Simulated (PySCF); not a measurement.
PySCF input:

```python
from pyscf import gto, scf, dft

mol = gto.M(
    atom='''
    B    -0.03729675   -0.22940112    0.44153024
    N    -1.22009342    0.20408052   -0.19621032
    N     1.24644259   -0.04201465   -0.11571920
    H    -0.12665080   -0.77899114    1.49933070
    H    -1.24762823    0.67438679   -1.08509973
    H    -2.12639170    0.06443911    0.21115703
    H     1.42358494    0.40787024   -0.99792933
    H     2.07912532   -0.35516046    0.34839677
    ''',
    basis='def2-tzvpd',
    charge=0,
    spin=0,
    verbose=4,
)

mf = dft.RKS(mol, xc='tpssh').density_fit(auxbasis='def2-universal-jkfit')
mf.grids.level = 3
mf.conv_tol = 1e-9
mf.max_cycle = 100
mf.max_memory = 1500
mf.kernel()
if not mf.converged:
    mf = mf.newton()
    mf.kernel(mf.make_rdm1())
mf.analyze()
```

What final total energy does it print?

-137.51016 Eh (TPSSh/def2-TZVPD).
